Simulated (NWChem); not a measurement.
System: GeHF3; SMILES [F][GeH]([F])[F]

The following NWChem deck was run.

```
start job
memory heap 200 mb stack 900 mb global 1100 mb
geometry units angstroms noautosym nocenter noautoz
  Ge     0.000000     0.000000     0.254211
  F      0.410199     1.530300    -0.396991
  F      1.120179    -1.120393    -0.396991
  F     -1.530378    -0.409907    -0.396991
  H      0.000000     0.000000     1.771089
end
basis spherical
  Ge library 6-31g*
  F library 6-31g*
  H library 6-31g*
end
dft
  xc hfexch
  iterations 150
end
property
  shielding 3 1 2 5
end
task dft property
```

Parts of the log:

```
             Northwest Computational Chemistry Package (NWChem) 7.3.0
             --------------------------------------------------------

                             Geometry "geometry" -> ""
                             -------------------------

 Output coordinates in angstroms (scale by  1.889725989 to convert to a.u.)

  No.       Tag          Charge          X              Y              Z
 ---- ---------------- ---------- -------------- -------------- --------------
    1 Ge                  32.0000     0.00000000     0.00000000     0.25421100
    2 F                    9.0000     0.41019900     1.53030000    -0.39699100
    3 F                    9.0000     1.12017900    -1.12039300    -0.39699100
    4 F                    9.0000    -1.53037800    -0.40990700    -0.39699100
    5 H                    1.0000     0.00000000     0.00000000     1.77108900

 Effective nuclear repulsion energy (a.u.)     330.2600749640

  xc_inp: hfexch multiplicative factor not found.
                              NWChem Property Module
                              ----------------------

  itol2e modified to match energy
  convergence criterion.

                                 NWChem DFT Module
                                 -----------------

 Summary of "ao basis" -> "ao basis" (spherical)
 ------------------------------------------------------------------------------
       Tag                 Description            Shells   Functions and Types
 ---------------- ------------------------------  ------  ---------------------
 Ge                          6-31g*                 12       32   5s4p3d
 F                           6-31g*                  6       14   3s2p1d
 H                           6-31g*                  2        2   2s

  itol2e modified to match energy
  convergence criterion.

            General Information
            -------------------
          SCF calculation type: DFT
          Wavefunction type:  closed shell.
          No. of atoms     :     5
          No. of electrons :    60
           Alpha electrons :    30
            Beta electrons :    30
          Charge           :     0
          Spin multiplicity:     1
          Use of symmetry is: off; symmetry adaption is: off
          Maximum number of iterations: 150
          AO basis - number of functions:    76
                     number of shells:    32
          Convergence on energy requested:  1.00D-07
          Convergence on density requested:  1.00D-05
          Convergence on gradient requested:  5.00D-04

[...]

          -----------------------------------------
          Chemical Shielding Tensors (GIAO, in ppm)
          -----------------------------------------

                                NWChem CPHF Module
                                ------------------

  scftype          =     RHF
  nclosed          =       30
  nopen            =        0
  variables        =     1380
  # of vectors     =        3
  tolerance        = 0.10D-03
  level shift      = 0.00D+00
  max iterations   =       50
  max subspace     =       30

 SCF residual:    1.1114835007053371E-004

Iterative solution of linear equations
  No. of variables     1380
  No. of equations        3
  Maximum subspace       30
        Iterations       50
       Convergence  1.0D-04

   iter   nsub   residual    time
   ----  ------  --------  ---------
     1      3    7.16D-01      26.7
     2      6    5.94D-02      29.2
     3      9    1.71D-02      31.7
     4     12    2.43D-03      34.2
     5     15    3.13D-04      37.0
     6     18    3.71D-05      39.5

      Atom:    1  Ge
        Diamagnetic
   2754.9648      0.0000      0.0000
      0.0000   2754.9648      0.0000
      0.0000      0.0000   2747.7225

        Paramagnetic
  -1022.9941      0.0000      0.0000
      0.0000  -1022.9941      0.0000
      0.0000      0.0000   -903.0677

        Total Shielding Tensor
   1731.9707      0.0000      0.0000
      0.0000   1731.9707      0.0000
      0.0000      0.0000   1844.6549

           isotropic =    1769.5321
          anisotropy =     112.6842

          Principal Components and Axis System
                 1           2           3
             1844.6549   1731.9707   1731.9707

      1         0.0000      0.9477     -0.3193
      2         0.0000      0.3193      0.9477
      3         1.0000     -0.0000      0.0000

      Atom:    2  F
        Diamagnetic
    459.1820      7.9200     -3.2210
      7.9200    486.6055    -12.0164
     -3.2210    -12.0164    460.7835

        Paramagnetic
    -88.2522      3.5989     -9.7792
      3.5989    -75.7906    -36.4824
     -9.7792    -36.4824   -105.8091

        Total Shielding Tensor
    370.9298     11.5189    -13.0002
     11.5189    410.8150    -48.4987
    -13.0002    -48.4987    354.9744

           isotropic =     378.9064
          anisotropy =      95.6243

          Principal Components and Axis System
                 1           2           3
              442.6559    367.8421    326.2211

      1         0.2247      0.9659      0.1287
      2         0.8382     -0.2589      0.4800
      3        -0.4969     -0.0000      0.8678

      Atom:    3  H
        Diamagnetic
     18.2880     -0.0000      0.0000
     -0.0000     18.2880      0.0000
      0.0000      0.0000     42.5787

        Paramagnetic
      1.7446     -0.0000     -0.0000
     -0.0000      1.7446     -0.0000
     -0.0000     -0.0000     -3.7329

        Total Shielding Tensor
     20.0326     -0.0000      0.0000
     -0.0000     20.0326     -0.0000
      0.0000     -0.0000     38.8458

           isotropic =      26.3037
          anisotropy =      18.8131

          Principal Components and Axis System
                 1           2           3
               38.8458     20.0326     20.0326

      1         0.0000     -0.2744      0.9616
      2        -0.0000      0.9616      0.2744
      3         1.0000      0.0000     -0.0000
```

Level: Hartree-Fock/6-31G* (spherical d), GIAO. Structure relaxed at the PBE0/def2-SVP level. The output numbers the shielded atoms by their place in the input's list. The printed shielding anisotropy is the first printed principal value minus the mean of the other two.
